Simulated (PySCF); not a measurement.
Question: What does the PBE/def2-SVP structure of `c1cpc(cc1)[SiH3]` look like in three dimensions?

Answer: 
```xyz
14
C5H7PSi angstrom
Si     2.6748   -0.2821    0.2069
C      0.7821   -0.2252    0.1192
C      0.1224    1.0169    0.0295
C     -1.2738    1.1718   -0.0379
C     -2.1634    0.0848   -0.0214
C     -1.7377   -1.2475    0.0622
P     -0.0697   -1.7721    0.1584
H      3.2520   -1.0550   -0.9488
H      3.2011    1.1283    0.1629
H      3.1416   -0.9378    1.4791
H      0.7323    1.9380    0.0102
H     -1.6858    2.1909   -0.1062
H     -3.2452    0.2946   -0.0775
H     -2.5043   -2.0420    0.0685
```

Orientation and origin are arbitrary. Atoms count from 1 in this order. The 6-membered ring C2–C3–C4–C5–C6–P7 has internal angles of 101.3° to 125.3° (sum 720°, against 720° for a flat polygon); it is planar, 0.00 Å rms from its mean plane, widest ring torsion 0°. P7 (phosphorus bonded to 2 C) is bent (angle 101.3°). Si1 (SiH3 silicon) is tetrahedral (angles from 107.8° to 111.3°). The 7 heavy atoms lie in one plane (0.001 Å rms).

Bonds between heavy atoms (Å): Si1–C2 1.896, C2–C3 1.409, C3–C4 1.406, C4–C5 1.405, C5–C6 1.401, C6–P7 1.751, C2–P7 1.766.

The calculation used PBE/def2-SVP geometry optimisation, gas phase in PySCF 2.14.0.

Point group: Cs (tolerance 0.08 Å). Stationary, but not proved a minimum.
